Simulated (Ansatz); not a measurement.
```yaml
crystal:
  periodic: [false, false, false]
  atoms:
    - {symbol: Cl, position_ang: [-2.238047, 0.206705, -0.684563]}
    - {symbol: C, position_ang: [-0.660891, 0.229975, -0.854415]}
    - {symbol: Sn, position_ang: [0.818449, -0.300346, 0.789305]}
    - {symbol: H, position_ang: [-0.347162, 1.362094, -1.097734]}
    - {symbol: H, position_ang: [-0.298041, -0.316765, -1.872161]}
    - {symbol: H, position_ang: [0.491298, 0.803113, 2.235849]}
    - {symbol: H, position_ang: [2.204318, -0.172026, 0.461043]}
    - {symbol: H, position_ang: [0.249776, -1.951615, 1.036069]}
basis:
  gaussian: {orbitals: def2-SVPD, nuclear_model: gaussian}
hamiltonian: {xc: {name: B2PLYP}}
relax: {f_tol: 0.001, max_steps: 3}
output: {forces: true}
```

```sh
$ ansatz run in.yaml --threads 2 --pin off --events-out ev --progress --plain --max-ram 4352MiB
```

Output, abridged:

```
Functional definition: B2PLYP
1366 factors; integrals over basis functions are off by at most 3.3e-4 eV
mean field evaluation 1: about -19447.0791 eV, gradient 2.1e1 eV
mean field evaluation 2: about -19447.1051 eV, gradient 2.1e1 eV
mean field evaluation 4: about -19448.2734 eV, gradient 2.3e0 eV
mean field evaluation 8: about -19448.2885 eV, gradient 2.0e-2 eV
mean field -19448.28849372 eV, -714.7114196207 hartree, gradient 9.3e-6 eV, S^2 0.000000; 0 other end points of the search recorded, 0 dependent functions left out
10 core orbitals not correlated: weight in the atoms' cores, before any rotation towards them, 1.000 or more for the frozen orbitals, at most 0.000 for the correlated occupied ones
reference -19448.28867264 eV, -714.7114261959 hartree; 15, 15 occupied and 94, 94 virtual orbitals, 1366 factors
second order -14.69315615 eV of doubles, -0.00000000 eV of singles
mean field evaluation 16: about -19448.2633 eV, gradient 1.1e-1 eV
relax step   1: F+E_penalty+E_count = -19452.25564588 eV  Δ(F+E_penalty+E_count) = +0.000e0 eV  max|allowed force component| = 8.456e0 eV/Å  Δτ_max = 0.0000 Å  (37 SCF iters, accepted)
1366 factors; integrals over basis functions are off by at most 2.6e-4 eV
mean field -19450.05089612 eV, -714.7761867145 hartree, gradient 1.4e-6 eV, S^2 0.000000; 0 other end points of the search recorded, 0 dependent functions left out
10 core orbitals not correlated: weight in the atoms' cores, before any rotation towards them, 1.000 or more for the frozen orbitals, at most 0.000 for the correlated occupied ones
reference -19450.05107368 eV, -714.7761932397 hartree; 15, 15 occupied and 94, 94 virtual orbitals, 1366 factors
second order -14.49166971 eV of doubles, -0.00000000 eV of singles
relax step   2: F+E_penalty+E_count = -19453.96364694 eV  Δ(F+E_penalty+E_count) = -1.708e0 eV  max|allowed force component| = 3.817e0 eV/Å  Δτ_max = 0.1939 Å  (45 SCF iters, accepted)
1366 factors; integrals over basis functions are off by at most 2.7e-4 eV
mean field evaluation 32: about -19450.4029 eV, gradient 6.5e-4 eV
mean field -19450.40287803 eV, -714.7891218109 hartree, gradient 2.7e-6 eV, S^2 0.000000; 0 other end points of the search recorded, 0 dependent functions left out
10 core orbitals not correlated: weight in the atoms' cores, before any rotation towards them, 1.000 or more for the frozen orbitals, at most 0.000 for the correlated occupied ones
reference -19450.40305541 eV, -714.7891283297 hartree; 15, 15 occupied and 94, 94 virtual orbitals, 1366 factors
second order -14.45466642 eV of doubles, -0.00000000 eV of singles
relax step   3: F+E_penalty+E_count = -19454.30563796 eV  Δ(F+E_penalty+E_count) = -3.420e-1 eV  max|allowed force component| = 7.166e-1 eV/Å  Δτ_max = 0.1322 Å  (37 SCF iters, accepted)
Error: geometry relaxation did not converge after 3 steps: max|allowed force component| = 7.17e-1 eV/Å (threshold 1.0e-3). Raise `relax.max_steps` over both its present limit and 3, loosen `relax.f_tol`, or start from a geometry closer to equilibrium. Where this run's directory can be resumed (`checkpoint.write`), a resume goes on for up to `relax.max_steps` more
```

Q: Something in this input is off. What?

A: The relaxation is allowed too few steps for its threshold. No converged result was reached.
